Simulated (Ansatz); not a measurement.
Reaction (cleavage of the Si–Ga bond): `[SiH3][GaH][SH]` + `[SiH3]S[SiH2]S` → `[SiH3]S[SiH2]S[SiH3]` + `[SH][GaH2]`

Computed with Ansatz on PBE0-D4/def2-TZVP structures; ΔE is electronic, products minus reactants. CCSD(T)/CBS is the MP2 limit (def2-TZVPP, def2-QZVPP) plus CCSD(T) − MP2 in def2-TZVPP, frozen cores. DFT in def2-TZVPP. For Ga outer-core shells are correlated without core-valence functions, which leaves a few kJ/mol of doubt a bond. Scalar relativity is left out up to krypton. Each species was taken in one conformer, which may not be the lowest.

```
             level  ΔE (kcal/mol)
               PBE           -7.5
            r2SCAN          -10.3
SCS-MP2/def2-TZVPP          -12.3
    MP2/def2-QZVPP          -13.4
```

(1) What does CCSD(T)/CBS give? (An estimate is asked.)

Largest T1 diagnostic among the species: 0.014.

## Answers

(1) Ansatz gave: -11.1 kcal/mol. The listed levels differ from it by 3.6, 0.8, -1.2, -2.3 kcal/mol.

From PBE to PBE0 (25 % exact exchange), in def2-TZVPP and without D4, ΔE moves by −1.4 kcal/mol. The D4 term adds −2.7 kcal/mol with B3LYP and −1.5 kcal/mol with PBE0; it sums over pairs of atoms, weighted by their polarisabilities, and B3LYP, whose exchange is more repulsive, gets the larger term.

B3LYP here is the variant with VWN-RPA as its local correlation; programs differ in this.
